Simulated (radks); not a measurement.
Values are calculated unless marked as measured or tabulated.
Correlation energies from several functionals, in hartree. Species: Re+ [Xe] 4f14 5d5 6s1; Yb+ [Xe] 4f14 6s1; Bi [Hg] 6p3. Level of theory: non-relativistic Kohn-Sham, PBE, spin-polarised, spherical densities, point nucleus (a radial shooting solver on a logarithmic mesh with Libxc functionals). Every spin shell is full or empty, so the densities are truly spherical. Functionals are evaluated on that one density, not self-consistently.

functional,Re+,Yb+,Bi
PW92,-7.6098,-7.0709,-8.6277
VWN5,-7.6421,-7.1007,-8.6630
PZ,-7.6090,-7.0740,-8.6340
Wigner,-3.8553,-3.7066,-4.4164
Chachiyo,-7.5215,-6.9899,-8.5332
PBE,-4.4457,-4.1043,-5.0916
PBEsol,-4.9838,-4.6075,-5.6973
LYP,-3.9433,-3.7084,-4.4765
P86,-4.9944,-4.6211,-5.7220
PW91,-4.7758,-4.4114,-5.4605
TPSS,-4.4381,-4.1023,-5.0872
SCAN,-4.4949,-4.1686,-5.1222
r2SCAN,-4.5111,-4.1865,-5.1400
